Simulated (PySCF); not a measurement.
Working out the ionisation energy of Ca

Ca [Ar] 4s2 (1S) → Ca⁺ [Ar] 4s1 (2S). Calculation: PySCF 2.14, in x2c-QZVPPall with one added diffuse shell each of s, p, d, f type (12s8p5d4f, 89 functions); the spin-free X2C one-electron Hamiltonian (Gaussian nucleus). Frozen: [Ne]. Energies in hartree (1 hartree = 27.21139 eV):

```
            part   Ca (lower)  Ca⁺ (upper)
             UHF  -679.636377  -679.447618
CCSD correlation    -0.265005    -0.232465
             (T)    -0.008953    -0.006566
```

What does Hartree-Fock give?

(-679.447618) − (-679.636377) = 0.188759 hartree = 5.136 eV.

What do CCSD and CCSD(T) give?

The CCSD correlation energies differ by 0.032540 hartree = 0.885 eV and the triples by 0.002387 hartree = 0.065 eV, so CCSD gives 6.021 eV and CCSD(T) 6.086 eV.

Measured between the centres of the two terms (NIST): 6.113 eV, so CCSD(T) (valence and next inner shell) is off by -0.027 eV.

What remains against the reference includes basis incompleteness, the frozen core and higher excitations.
